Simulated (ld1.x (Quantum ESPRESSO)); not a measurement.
**Cu (Z = 29): one change to a PAW potential, before and after**

| Property | Result |
| --- | --- |
| Element | copper (Cu) |
| Generator | ld1.x (Quantum ESPRESSO) 7.5 |
| Type | PAW |
| Functional | PBEsol |
| Relativity | scalar-relativistic |
| Frozen core | [Ar] |
| Valence charge | 11 |
| Reference configuration | 3d10 4s1 4p0 |
| Partial waves | 4s (bound): rcut 1.65, rcutus 2.30 bohr; 4s channel at 1.05 Ry: rcut 1.65, rcutus 2.30 bohr; 4p (bound, empty): rcut 2.05, rcutus 2.80 bohr; 4p channel at 2.1 Ry: rcut 2.05, rcutus 2.80 bohr; 3d (bound): rcut 1.40, rcutus 1.55 bohr; 3d channel at 0.05 Ry: rcut 1.40, rcutus 1.55 bohr |
| Local potential | all-electron potential smoothed inside 2.60 bohr (lloc = -1) |
| Core correction | Bessel-smoothed model core, default radius (core density twice the valence density) |
| Augmentation charge | BESSEL, radius 1.15 bohr |

All-electron outer shells of the reference configuration (PBEsol, scalar-relativistic, ld1.x):

```csv
shell,level (eV),outermost node (bohr),outermost maximum (bohr)
3s,-114.40,0.29,0.61
3p,-72.00,0.26,0.62
3d,-5.06,–,0.60
4s,-4.61,0.89,2.27
4p,-0.64,0.98,3.56
```

Change: functional LDA (PZ).

Cutoffs: the cutoffs (Ry, on a coarse ladder) from which the occupation-weighted sum of valence levels, in a spherical-Bessel basis at the reference potential, stays within 10 and 1 mRy of its value at 400 Ry; they do not see the model core or the augmentation charge, which bear on the density cutoff. Errors are all-electron minus pseudo energies relative to the spin-unpolarised reference configuration.

Problem. How do hardness, ghosts and transferability respond?

Solution. The potential gets neither clearly harder nor softer (45 Ry and 80 Ry → 45 Ry and 80 Ry); the number of tests with a reliable result goes from 7 to 9; of the 7 tests that both files solve, the error grows in 0 and shrinks in 3 by more than 15 % and 0.3 meV (median size 59.8 → 61.2 meV); neither file shows a bound ghost.

```csv
quantity,base,changed
"cutoff, loose",45 Ry,45 Ry
"cutoff, tight",80 Ry,80 Ry
bound ghosts,none,none
"error for 3d10 4s0 4p0, meV [ΔE 8.10 → 8.43 eV]",-9.0,-6.8
"error for 3d9 4s0 4p0, meV [ΔE 29.42 → 30.12 eV]",-60,-62
"error for 3d8 4s0 4p0, meV [ΔE 68.41 → 69.49 eV]",-613,-608
"error for 3d10 4s0 4p1, meV [ΔE 4.17 → 4.26 eV]",-3.5,-2.4
"error for 3d9 4s1 4p1, meV [ΔE 6.86 → 6.93 eV]",-67,-62
"error for 3d9 4s1 4p0, meV [ΔE 11.61 → 11.90 eV]",-63,-61
"error for 3d10 4s0.5 4p0, meV [ΔE 3.15 → 3.30 eV]",-2.1,-1.6
s: phases at 3.05 bohr within 0.05 rad from the reference energy up to (Ry; the scan ends near 5),to the end of the scan,to the end of the scan
p: phases at 3.05 bohr within 0.05 rad from the reference energy up to (Ry; the scan ends near 5),3.5,3.4
d: phases at 3.05 bohr within 0.05 rad from the reference energy up to (Ry; the scan ends near 5),4.5,4.5
lowest overlap eigenvalue by channel,"s 0.41, p 0.67, d 1.00","s 0.41, p 0.67, d 1.00"
```
